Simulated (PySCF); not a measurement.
**Fe²⁵⁺ (iron, charge +25) across methods**

1s1, 2S determinant. Calculation: PySCF 2.14, in an even-tempered Gaussian basis (15 s from 26 bohr⁻², ratio 2.2; 7 p from 40 bohr⁻², ratio 2.4; 4 d from 120 bohr⁻², ratio 2.4; 3 f from 180 bohr⁻², ratio 2.4; 3 g from 270 bohr⁻², ratio 2.4); the non-relativistic Hamiltonian (point nucleus).

```tsv
method	E (hartree)	mean ε 1s α (eV)	Σ⟨r²⟩ (bohr²)	⟨S²⟩
PBE	-337.836	-9031.5	0.004451	0.750
revPBE	-337.955	-9033.3	0.004450	0.750
r2SCAN	-338.000	-9051.2	0.004443	0.750
UHF	-337.99985	-9197.4	0.004438	0.750
B3LYP	-337.873	-9064.5	0.004447	0.750
LDA	-336.909	-9010.3	0.004462	0.750
PBE0	-337.878	-9073.1	0.004448	0.750
```

For one electron the Hartree and exchange-correlation energies should cancel; what remains is the self-interaction error.
